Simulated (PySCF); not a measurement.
C₄H₆ClF. Atoms are numbered in the order given.

```xyz
12

F     -2.0172    -0.7509     0.1191
C     -1.0143     0.1739     0.2337
C     -1.0408     1.3784    -0.7251
C      0.5018     1.2490    -0.8333
C      0.3502    -0.2060    -0.3466
Cl     1.5936    -0.8859     0.7503
H     -0.9279     0.4760     1.2906
H     -1.4606     2.3211    -0.3481
H     -1.5449     1.1008    -1.6627
H      1.0236     1.8607    -0.0838
H      0.9712     1.3995    -1.8144
H      0.2205    -0.9108    -1.1795
```
Charge 0, spin multiplicity 1.

Coordinates come from a B3LYP-D3(BJ)/def2-SVP optimisation.

These are HF/pcSseg-1 (PySCF) values and carry that method's errors.

GIAO shieldings, no solvent; atoms listed in one row are averaged. δ = σ(ref) − σ: ¹⁹F against CFCl3 (σ = 238.5 ppm); ¹³C against TMS (σ = 192.6 ppm); ³⁵Cl against HCl (σ = 958.2 ppm); ¹H against TMS (σ = 31.99 ppm), references at their B3LYP-D3(BJ)/def2-TZVP geometries, non-relativistic (without spin–orbit terms, shifts of atoms bonded to Cl or Br come out too high).

Computed chemical shifts:
```csv
nucleus,atoms,count,δ (ppm)
¹⁹F,F1,1,-152.6
¹³C,C2,1,87.1
¹³C,C5,1,58.4
¹³C,C3,1,25.9
¹³C,C4,1,24.4
³⁵Cl,Cl6,1,108.6
¹H,H7,1,4.63
¹H,H12,1,4.16
¹H,H8,1,2.51
¹H,H11,1,2.49
¹H,H9,1,2.15
¹H,H10,1,1.73
```
